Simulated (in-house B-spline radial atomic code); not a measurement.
A run on Mo+ (an excited or competing configuration) that did not converge. Method: scalar-relativistic (X2C) wB97X, spin-polarised, spherical fractional occupations, Fermi nucleus of rms radius 4.4091 fm; computed with an all-electron radial atomic-structure program (B-spline basis).

Command:
```bash
python run_scf.py task.json out
```
Settings (nuclear radius in fm, mass in u):
```
Z                42
configuration    [Ar] 3d9 4s2 4p6 4d5 4f1
hamiltonian      x2c
method           wb97x
spin_polarised   True
nucleus          fermi
rms_radius       4.4091
atomic_mass      97.9054
speed_of_light   137.035999084
```

First and last ten iterations of the last attempt (damped for 15 steps, keeping 80 % of the old Fock matrix, then DIIS):
```
 iter        energy (Eh)    residual
    1       -4031.326707    4.38e-01
    2       -4034.498981    3.07e-01
    3       -4036.817925    2.05e-01
    4       -4038.148981    1.29e-01
    5       -4038.786881    8.32e-02
    6       -4039.023965    5.71e-02
    7       -4039.114988    4.00e-02
    8       -4039.153975    2.89e-02
    9       -4039.172106    2.19e-02
   10       -4039.180702    1.66e-02
  111       -4039.190444    6.22e-07
  112       -4039.190444    2.30e-06
  113       -4039.190444    1.06e-04
  114       -4039.190444    6.64e-05
  115       -4039.190444    6.32e-06
  116       -4039.190444    5.33e-05
  117       -4039.190444    5.54e-05
  118       -4039.190444    1.64e-05
  119       -4039.190444    7.22e-06
  120       -4039.190444    1.05e-04
 not converged after 120 iterations
```

The smallest residual met was 6.2e-07; the threshold is about 4e-07. Over the last five steps the energy moves by less than 1e-08 hartree, but the orbitals didn't meet the threshold. Cost of the run: 30 s on 1 thread of Arm Neoverse V1, with other jobs on the host.
